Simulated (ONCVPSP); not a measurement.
# V (Z = 23): one change to an ONCV potential, before and after

ONCVPSP 4.0.1 input, shortened (lines: element, Z, core and valence counts, functional; n l f; lmax; l rc ep ncon nbas qcut; lloc lpopt rc5 dvloc0; l nproj debl; icmod fcfact rcfact), LDA (Perdew-Wang 92), scalar-relativistic:

```
  V 23.00    5    2  -001012      upf
    1    0    2.00
    2    0    2.00
    2    1    6.00
    3    0    2.00
    3    1    6.00
    3    2    3.00
    4    0    2.00
    2
    0    2.35    0.00    5    9    3.40
    1    2.45    0.19    3    8    3.50
    2    1.25    0.00    4    8   10.80
    4    5    1.10    0.00
    0    2    3.50
    1    3    2.20
    2    2    1.70
    3    3.50    1.10
```

In the p channel the program set the typed energies aside and used 0.050, 2.250, 4.450 Ha.

All-electron outer shells of the reference configuration (LDA (PZ), scalar-relativistic, ld1.x):

```tsv
shell	level (eV)	outermost node (bohr)	outermost maximum (bohr)
3p	-43.95	0.35	0.84
3d	-5.38	–	0.88
4s	-4.85	1.17	2.72
```

Change: s: qcut 3; p: qcut 3.1; d: qcut 9.4.

Cutoffs: the cutoffs (Ha) at which the residual kinetic energy of the hardest occupied pseudo-wave falls to 1 and 0.1 mHa per electron; they do not see the model core or the augmentation charge, which bear on the density cutoff. Errors are all-electron minus pseudo energies relative to the spin-unpolarised reference configuration.

Task: How do hardness, ghosts and transferability respond?

Result: The potential gets neither clearly harder nor softer (49 Ha and 56 Ha → 44 Ha and 135 Ha); both files keep a bound ghost (s); the errors of the 3 common tests hardly move; the range in which the s phases agree widens (upper end 3.7 → 4.8).

| quantity | base | changed |
| --- | --- | --- |
| cutoff, loose | 49 Ha | 44 Ha |
| cutoff, tight | 56 Ha | 135 Ha |
| loose cutoff by channel | s 3.1 Ha, d 49 Ha | s 3.1 Ha, d 44 Ha |
| bound ghosts | s | s |
| GHOST(+) flags under 300 eV | p at 115.9 eV | p at 118.3 eV |
| tests with a reliable result | 3 of 4 | 3 of 4 |
| error for 3d3 4s1, meV [ΔE 7.93 eV] | +3.2 | +3.0 |
| error for 3d3 4s0, meV [ΔE 22.47 eV] | +45 | +46 |
| error for 3d2 4s0, meV [ΔE 51.63 eV] | +65 | +71 |
| s: phases at 2.38 bohr within 0.05 rad from the reference energy up to (Ha; the scan ends near 5) | 3.7 | 4.8 |
| p: phases at 2.49 bohr within 0.05 rad from the reference energy up to (Ha; the scan ends near 5) | 3.4 | 3.5 |
| d: phases at 1.27 bohr within 0.05 rad from the reference energy up to (Ha; the scan ends near 5) | to the end of the scan | to the end of the scan |
| rms error of d²Exc/dni dnj with the model core, mHa | 14.95 | 14.94 |

 A true bound ghost makes a file unfit for plane-wave use even where its test errors are small: the radial tests pick states by their node count and pass the ghost by.
